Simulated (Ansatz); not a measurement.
`C#[C][GaH2]`. Charge 0, multiplicity 1. The geometry is a stationary point of PBE0-D4/def2-TZVP.

```xyz
6

C    -0.381    0.640   -1.673
C    -0.130    0.216   -0.569
Ga    0.269   -0.453    1.182
H    -0.602    1.014   -2.647
H    -0.849   -1.227    1.946
H     1.694   -0.191    1.762
```

Q: What is the dipole moment at r2SCAN/def2-TZVPP? (Best estimate.)

A: Computed: 0.27 D, with components (-0.06, 0.10, -0.25) D in this frame, pointing from negative to positive charge.

Q: And with PBE, B3LYP, ωB97M-V? (Estimate.)

A: Computed: PBE 0.25 D, B3LYP 0.22 D, ωB97M-V 0.17 D.

Q: Give the Mulliken charges with r2SCAN, PBE, B3LYP in def2-TZVPP. (Estimate.)

A: The calculation gave: 
| atom | r2SCAN | PBE | B3LYP |
| --- | --- | --- | --- |
| C1 | -0.14 | -0.06 | -0.04 |
| C2 | -0.29 | -0.28 | -0.36 |
| Ga3 | 0.33 | 0.20 | 0.27 |
| H4 | 0.21 | 0.20 | 0.24 |
| H5 | -0.06 | -0.03 | -0.05 |
| H6 | -0.06 | -0.03 | -0.05 |

B3LYP here is the variant with VWN-RPA as its local correlation; programs differ in this.
